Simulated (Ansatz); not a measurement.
`BNCC` → `BNC` + `[CH2]` (triplet) at 700 K and 1 bar (formal loss of a carbene).

Gas-phase electronic energies from Ansatz, PBE0-D4/def2-TZVP geometries. CCSD(T)/CBS adds triple-zeta CCSD(T) − MP2 to the extrapolated MP2 energy (def2 sets, frozen cores). This one scheme is used for every species. Triplets are unrestricted, without spin–orbit coupling. One conformer a species, not always the lowest.

| species | CCSD(T)/CBS energy (Eh) | H − E (kJ/mol) | S (J/(mol·K)) |
| --- | --- | --- | --- |
| `BNCC` | -160.44809 | 345.2 | 405.2 |
| `BNC` | -121.18426 | 253.9 | 346.7 |
| `[CH2]` (triplet) | -39.09499 | 70.4 | 226.8 |

H − E and S are ideal-gas, rigid-rotor, harmonic terms from PBE0-D4/def2-TZVP, for one conformer and one mirror image of each species, with the whole ground term of open shells counted as degenerate. 1 Eh = 2625.50 kJ/mol, R = 8.31446 J/(mol·K).

By hand: ΔE, ΔH, ΔS and ΔG.

ΔE = (-121.18426) + (-39.09499) − (-160.44809) = 0.16884 Eh = 443.3 kJ/mol. Δ(H − E) = 253.9 + 70.4 − 345.2 = -20.9, so ΔH = 422.4 kJ/mol. ΔS = 346.7 + 226.8 − 405.2 = 168.3 J/(mol·K). ΔG = 422.4 − 700 × (168.3)/1000 = 304.6 kJ/mol.

By hand: the equilibrium constant, and the temperature at which ΔG would vanish if ΔH and ΔS stayed fixed.

log₁₀ K = −ΔG/(RT ln 10) = -22.7. ΔG = 0 at ΔH/ΔS = 2510 K, far beyond where these terms or the molecules hold.

The number of gas molecules changes by +1, which sets the sign of ΔS. A doubt of 5 kJ/mol in ΔE shifts log₁₀ K by 0.4 here. Other conformers and mirror images would add mixing entropy, several J/(mol·K) or more a flexible species. A triplet takes part, so the spin changes. These are equilibria of isolated gas molecules and say nothing of rates. Largest T1 diagnostic: 0.012 (customary marks: 0.02 for closed shells, 0.045 for open ones).
